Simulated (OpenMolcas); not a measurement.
**Pm IV: CASPT2 settings compared**

```
Program             : OpenMolcas
Basis               : ANO-R3 [9s7p5d5f3g1h]
Scalar Hamiltonian  : X2C, finite nucleus
Active space        : 4 electrons in 7 orbitals (4f)
State averaging     : 2S+1 = 5 even, 35 roots (30 in the spin-orbit step); 2S+1 = 3 even, 99 roots kept (CI in the orbitals of an earlier block, 86 in the spin-orbit step); 2S+1 = 1 even, 22 roots kept (CI in the orbitals of an earlier block)
Spin-orbit coupling : state interaction with AMFI integrals over the reference wave functions, term energies averaged over their components
```

Methods on the same reference wave functions:
A. CASSCF
B. SS-CASPT2, IPEA 0.1 Eh, imaginary shift 0.2 Eh (closed shells correlated: 5s 5p)
C. XMS-CASPT2, IPEA 0.5 Eh, real shift 0.5 Eh (closed shells correlated: none)
D. XMS-CASPT2, IPEA 0.35 Eh, sigma1 regulariser 0.25 Eh (closed shells correlated: 4d 5s 5p)

Energies in cm⁻¹ above 4f⁴ ⁵I₄.

| Level | A | B | C | D |
| --- | --- | --- | --- | --- |
| 4f⁴ ⁵I₄ | 0.0 | 0.0 | 0.0 | 0.0 |
| 4f⁴ ⁵I₅ | 1577 | 1610 | 1594 | 1598 |
| 4f⁴ ⁵I₆ | 3336 | 3390 | 3360 | 3370 |
| 4f⁴ ⁵I₇ | 5203 | 5260 | 5230 | 5240 |
| 4f⁴ ⁵I₈ | 7112 | 7140 | 7130 | 7130 |
| 4f⁴ ⁵F₁ | 16668 | 13520 | 15540 | 14090 |
| 4f⁴ ⁵F₂ | 17340 | 14190 | 16220 | 14760 |
| 4f⁴ ⁵F₃ | 18308 | 15180 | 17200 | 15730 |
| 4f⁴ ⁵S₂ | 18882 | 15680 | 18100 | 16750 |
| 4f⁴ ⁵F₄ | 19356 | 16220 | 18230 | 16780 |
| 4f⁴ ³K₆ | 20305 | 18830 | 19620 | 19330 |
| 4f⁴ ⁵F₅ | 20619 | 17480 | 19480 | 18050 |
| 4f⁴ ³K₇ | 21718 | 20250 | 21050 | 20690 |
| 4f⁴ ³K₈ | 23391 | 21950 | 22730 | 22340 |
| 4f⁴ ⁵G₃ [53 %] | 24835 | 20890 | 23140 | 21110 |
| 4f⁴ ⁵G₂ | 25206 | 21080 | 23570 | 20910 |

Among B to D the level of the table that moves most is 4f⁴ ⁵G₂, by 2700 cm-1 (lowest in D, highest in C). Moves below CASPT2's spread within the term are not significant.

From A to B the spin-free energies of the other terms of 4f⁴ shown, above ⁵I, scale by factors of 0.79 to 0.91, as is usual when dynamic correlation screens the repulsion within a d or f shell.

The lowest spin-free term lies below A's lowest term by 0.370 hartree in B, 0.040 hartree in C, 0.963 hartree in D.

Term energies are means over components that CASPT2 splits; among the terms shown or strongly mixed into the levels shown the widest spread is 2300 cm-1 (4f⁴ ⁵I, D). High states are left out of the spin-orbit mixing, which shifts the levels that they would mix with. Terms from blocks run as CI alone lack orbitals of their own. Without dynamic correlation excited terms often stand tens of per cent too high (terms of higher spin than the ground term too low), and those without a measured partner can miss by more than the paired ones (holds for A). The CASPT2 spread within a term exceeds the gap to the next term for 4f⁴ ⁵F and 4f⁴ ⁵S, so the order of their levels is uncertain, and so are names and mixing where such terms share a J (holds for C; D). Only configurations of the active space appear. Levels that lie high or do not pair safely by name in every column are left out.

A share in square brackets marks a mixed level and gives the weight of the term that names it, the lowest over the columns.
